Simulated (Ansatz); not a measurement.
C₃H₇ClTe (SMILES CC(C)[Te]Cl), singlet, geometry from GFN2-xTB (all electrons, no relativity); CASSCF(4,4)/STO-3G in Ansatz (a quantum-chemistry and plane-wave program).

Here is a job for Ansatz.
Ansatz 0.2 input:
```yaml
crystal:
  periodic: [false, false, false]
  atoms:
    - {symbol: Te, position_ang: [0.54866810, -0.28709761, 0.42482392]}
    - {symbol: Cl, position_ang: [0.96344668, 1.91258180, -0.24649069]}
    - {symbol: C, position_ang: [-1.50613606, -0.29199105, -0.32751909]}
    - {symbol: C, position_ang: [-2.17299675, -1.57001686, 0.13970885]}
    - {symbol: C, position_ang: [-1.52929955, -0.15635023, -1.83534199]}
    - {symbol: H, position_ang: [-1.99547905, 0.56950910, 0.12718587]}
    - {symbol: H, position_ang: [-3.21109294, -1.58930664, -0.19061983]}
    - {symbol: H, position_ang: [-1.67032516, -2.44153479, -0.27594179]}
    - {symbol: H, position_ang: [-2.15905618, -1.64759043, 1.22502742]}
    - {symbol: H, position_ang: [-1.01742568, 0.75056934, -2.14968419]}
    - {symbol: H, position_ang: [-2.55872910, -0.10593152, -2.19029257]}
    - {symbol: H, position_ang: [-1.04663277, -1.01038091, -2.30726347]}
basis:
  gaussian:
    orbitals: STO-3G
hamiltonian:
  xc: hf
magnetization: {spin_polarized: false}
correlation: {active_space: {window: {electrons: 4, orbitals: 4}}}
```

Question: Predict the main parts of the log of this Ansatz run.

Answer: 
```
Functional definition: HF
701 factors; integrals over basis functions are off by at most 3.8e-5 eV
mean field evaluation 1: about -193690.4211 eV, gradient 1.7e1 eV
mean field evaluation 2: about -193690.6127 eV, gradient 1.7e1 eV
mean field evaluation 4: about -193691.8597 eV, gradient 1.3e0 eV
mean field evaluation 8: about -193691.8691 eV, gradient 2.3e-6 eV
mean field -193691.86909579 eV, -7118.0449002059 hartree, gradient 6.0e-7 eV, S^2 0.000000; 0 other end points of the search recorded, 0 dependent functions left out
reference -193691.86909579 eV, -7118.0449002059 hartree; 47, 47 occupied and 11, 11 virtual orbitals, 701 factors
state -193692.73832988 eV, -7118.0768439694 hartree
Total energy: -193692.73832988 eV, -7118.0768439694 hartree
```
